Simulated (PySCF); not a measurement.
A set of runs on `CCC(C)=[Se]`; the geometry of each is named by its level. Settings lines and outputs come from a driver script.

C₄H₈Se.
Numbering: `[CH3:1][CH2:2][C:3]([CH3:4])=[Se:5]` (hydrogens: H6, H7, H8 on C1; H9, H10 on C2; H11, H12, H13 on C4)

Step 1: PBE0-D3(BJ)/def2-SVP geometry optimisation, gas phase (PySCF 2.14.0) (from the GFN2-xTB geometry)
```json
{"job": {"xc": "PBE0", "basis": "def2-SVP", "d3": "d3bj", "grid": 1, "kind": "geom"}, "charge": 0, "multiplicity": 1}
```
```
step   0  E = -2557.89918219  max force = 0.009202
step   1  E = -2557.90026100  max force = 0.001751
step   2  E = -2557.90027551  max force = 0.000301
optimisation converged
```

Final energy -2557.90028 Eh after 2 steps; dipole 2.76 D. Energies in Eh; «max force» is the largest Cartesian gradient component in Eh/bohr.

Cost: about 40 s of CPU time on one thread; the machine was shared, so the figure is rough.

Step 2: TDDFT CAM-B3LYP/def2-SVPD, vertical, gas phase, core orbitals frozen in the response (PySCF 2.14.0, density-fitted response routines) (on the PBE0-D3(BJ)/def2-SVP geometry)
```json
{"job": {"kind": "uv", "xc": "CAM-B3LYP", "basis": "def2-SVPD", "dynamic": true, "nstates": 6, "ntriplets": 0}, "charge": 0, "multiplicity": 1}
```
```
...
Static polarisability (au): isotropic 80.438, principal 62.985 77.502 100.825
Singlet excitations
state   eV       nm        f      main configurations
  1   2.1791    569.0   0.00001   H->L 0.99
  2   5.0082    247.6   0.25624   H-1->L 0.94
  3   5.7014    217.5   0.00134   H-2->L 0.92
  4   5.7334    216.2   0.09899   H->L+1 0.73, H->L+2 0.14, H->L+5 0.08
  5   5.8104    213.4   0.00039   H->L+2 0.71, H->L+5 0.10
  6   6.5678    188.8   0.00032   H->L+3 0.66, H->L+4 0.15, H->L+7 0.09
```

HOMO -7.30 eV, LUMO -1.11 eV; lowest singlet 2.18 eV; mean polarisability 80.4 au.

The run took about 60 s of CPU time (one thread, shared machine).

Step 3: core-valence-separated TDA BHandHLYP/aug-pcX-1 H:pcseg-1 Se:def2-SVPD, K edges, non-relativistic, gas phase (PySCF 2.14.0, density-fitted response routines) (on the PBE0-D3(BJ)/def2-SVP geometry)
```json
{"job": {"kind": "xas", "xc": "BHandHLYP", "basis": {"default": "aug-pcX-1", "H": "pcseg-1", "Se": "def2-SVPD"}}, "charge": 0, "multiplicity": 1}
```
```
...
C K edge
   eV          f      from atoms
  281.788   0.07804   C2
  283.583   0.00005   C3
  283.695   0.00007   C1
  284.144   0.00832   C0
  285.564   0.01032   C0
  285.733   0.01068   C3
  285.974   0.01751   C1
  286.305   0.02960   C0
  286.488   0.03407   C3
  286.492   0.02036   C0
  286.552   0.03420   C1
  286.639   0.03174   C3
  286.892   0.00880   C0
  287.046   0.00346   C1
  287.256   0.00355   C3
  287.475   0.00324   C1
  287.619   0.00516   C0
  287.656   0.00215   C3
  287.667   0.01258   C1
  287.766   0.00505   C0
```

Lowest C 1s excitation 281.8 eV; the energies are raw, with no shift to experiment and no relativistic term. The log counts atoms from 0, this text from 1.

Rough CPU time on one thread of a shared machine: about 28 s.

Geometry of the electronic-property runs (PBE0-D3(BJ)/def2-SVP):
```
atom  x, y, z in Å
C1    -1.650   -0.093    0.368
C2    -0.706    0.537   -0.659
C3     0.674    0.742   -0.101
C4     1.574   -0.447   -0.136
Se5    1.176    2.290    0.589
H6    -2.652   -0.225   -0.064
H7    -1.296   -1.081    0.701
H8    -1.739    0.554    1.253
H9    -0.642   -0.118   -1.546
H10   -1.115    1.505   -0.982
H11    1.796   -0.707   -1.186
H12    1.069   -1.329    0.296
H13    2.517   -0.270    0.394
```

One conformer stands for the species.
